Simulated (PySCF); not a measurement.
# O⁺: ionisation energy

O⁺ [He] 2s2 2p3 (4S) → O²⁺ [He] 2s2 2p2 (3P), as a difference of total energies. All numbers are calculated (PySCF 2.14, the spin-free X2C one-electron Hamiltonian (Gaussian nucleus), in x2c-QZVPPall with one added diffuse shell each of s, p, d, f type (8s5p4d3f1g, 73 functions)). Correlated levels: valence: 1s2 frozen. The calculations carry no spin-orbit coupling.

```csv
method,ionisation energy (eV)
UHF,34.570
MP2 (valence),35.242
SCS-MP2 (valence),34.976
CCSD (valence),35.059
CCSD(T) (valence),35.071
```

Q: How much does correlation contribute at CCSD(T) (valence)?

A: 35.071 − (34.570) = 0.501 eV, measured against UHF.

A first-order spin-orbit estimate (lowest level to lowest level, LS coupling) adds -0.028 eV.

Errors of the correlated levels include the incompleteness of this basis and the frozen core.

For comparison: 35.121 eV (measured; NIST Atomic Spectra Database, ionization energies).
